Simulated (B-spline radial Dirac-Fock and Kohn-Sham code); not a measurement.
3d3/2 photoionisation of Sc⁺ near threshold

System: scandium as Sc⁺, [Ar] 3d1 4p1 (not the ground configuration). The computed 3d3/2 threshold is 16.06 eV; without correlation, outer thresholds are uncertain by 1 to 2 eV. With an open shell the threshold is an average over the terms of the final ion.

Model: independent-particle photoionisation in a Dirac-Hartree-Slater potential with a Latter tail, all multipoles, thresholds from Dirac-Fock ΔSCF. Program: a radial atomic solver. Interchannel coupling and autoionising resonances are not included, so magnitudes near threshold are approximate.

Question: How do σ and β run from threshold to 400 eV kinetic energy?

Answer: The cross section shows no minimum in this range. Its largest value, 1.32 Mb, lies 4 eV above threshold. β ranges from 0.19 (at 4.6 eV) to 1.28.

```csv
kinetic energy (eV),σ (Mb),β
1.5,1.31,0.28
2.3,1.32,0.22
3.7,1.32,0.19
5.7,1.31,0.20
9.0,1.27,0.26
14.0,1.16,0.37
21.9,0.968,0.53
34.2,0.653,0.73
53.5,0.346,0.94
83.7,0.149,1.12
130.9,0.0539,1.24
204.6,0.0169,1.28
319.9,0.00465,1.23
```
